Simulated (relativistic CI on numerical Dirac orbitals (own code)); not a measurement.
Computed by Dirac-Coulomb-Breit CI, separate exchange-only KLI orbitals for each configuration, a model potential for QED, unscaled Slater integrals (own radial code, finite nucleus).

The strongest absorption lines from the ground level of an ion, among the configurations computed and to levels below about 2290 eV (vacuum wavelength in Å, gf): 5.5936 (0.025), 5.5938 (0.1), 19.080 (1.4), 19.197 (0.38), 20.579 (0.39), 31.705 (0.39), 32.271 (1.1), 32.957 (0.56).

Which ion is it?
A. Tm LI
B. W LVI
C. W LVIII
D. W LIV

B. W LVI has 19 electrons and the ground level 3s2.3p6.3d 2D_3/2; the strongest line goes to 3s2.3p5.3d2 2D°_3/2. The pattern of lines fixes the number of electrons, and along that sequence the line energies rise steadily with the charge (about as its square where n changes within one kind of shell, about linearly where n is kept but much faster in heavy ions where fine structure, which grows about as Z⁴, sets the gap, and irregularly where shells cross), which fixes Z. Configurations outside the model, such as inner-shell arrays, can give stronger lines. At this charge energies of transitions that change n are usually good to better than 1 %, and those within a shell (Δn = 0) to a few per cent.

LS names give the leading component of a level, which can be under half, so a name can repeat, a term be missing and a line seem to break the LS rules.
